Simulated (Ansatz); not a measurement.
`C#[C][SnH]([CH3])[Cl]` → `C#[C][SnH2][Cl]` + `[CH2]` (triplet)  (formal loss of a carbene)

Computed with Ansatz on PBE0-D4/def2-TZVP structures; ΔE is electronic, products minus reactants. CBS: MP2 limit from def2 TZ/QZ plus the TZ coupled-cluster correction, frozen cores. This one scheme is used for every species. DFT in def2-TZVPP. B3LYP here is the variant with VWN-RPA as its local correlation; programs differ in this. HSE06 is defined as in plane-wave codes. Triplets are unrestricted, without spin–orbit coupling. Elements past krypton have def2 core potentials. For Sn outer-core shells are correlated without core-valence functions, which leaves a few kJ/mol of doubt a bond.

`C#[C][SnH]([CH3])[Cl]`:

```xyz
10

C    -0.327    1.612    2.332
C    -0.370    0.732    1.508
Sn   -0.399   -0.773    0.076
C     0.867   -0.279   -1.552
Cl   -2.579   -0.829   -0.757
H    -0.298    2.389    3.062
H    -0.135   -2.280    0.819
H     0.794   -1.049   -2.318
H     0.548    0.678   -1.963
H     1.898   -0.201   -1.206
```

`C#[C][SnH2][Cl]`:

Cartesian coordinates in Å:
```
C -1.900 -1.024 0.082
C -0.868 -0.402 0.047
Sn 0.892 0.687 -0.006
Cl 2.595 -0.831 -0.462
H -2.810 -1.579 0.112
H 0.866 1.794 -1.291
H 1.224 1.354 1.517
```

`[CH2]` (triplet):

Cartesian coordinates in Å:
```
C 0.144 0.063 -0.227
H -0.411 0.904 0.159
H 0.268 -0.967 0.067
```

Problem. Is it downhill or uphill in electronic energy at CCSD(T)/CBS, and by how much? (Estimate.)

Solution. Computed: Uphill: ΔE = +114.4 kcal/mol.

Problem. What do these levels give: r2SCAN-D4, B3LYP-D4, BLYP, B3LYP, HSE06, CAM-B3LYP, HF/def2-SVP, MP2/def2-SVP, MP2/def2-TZVPP, CCSD(T)/def2-TZVPP, HF/def2-QZVPP, HF/CBS(def2)? (Estimate.)

Solution. The calculation gave: r2SCAN-D4 107.5, B3LYP-D4 111.0, BLYP 108.0, B3LYP 108.5, HSE06 110.7, CAM-B3LYP 110.0, HF/def2-SVP 76.2, MP2/def2-SVP 108.8, MP2/def2-TZVPP 115.0, CCSD(T)/def2-TZVPP 110.7, HF/def2-QZVPP 76.4, HF/CBS(def2) 76.4 kcal/mol.

Largest T1 diagnostic among the species: 0.013.

From BLYP to BHLYP (50 % exact exchange), in def2-TZVPP and without D4, ΔE moves by −2.0 kcal/mol. At CCSD(T), def2-SVP lies −8.7 kcal/mol from the extrapolated value and def2-TZVPP −3.7 kcal/mol.
